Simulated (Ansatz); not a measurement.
Br$_{3}$Sb, SMILES `[Br][Sb]([Br])[Br]`, charge 0, multiplicity 1.

**Question.** Give a relaxed structure at PBE0-D4/def2-TZVP (the Gaussian-basis code of Ansatz). (An estimate is asked.)

**Answer.** Ansatz gave: 
Cartesian coordinates in Å:
```
Br -0.0005 -1.3669 -1.7304
Sb -0.0885 -0.6252 0.6528
Br -1.8379 1.1425 0.4237
Br 1.9270 0.8496 0.6539
```
Point group C3v.
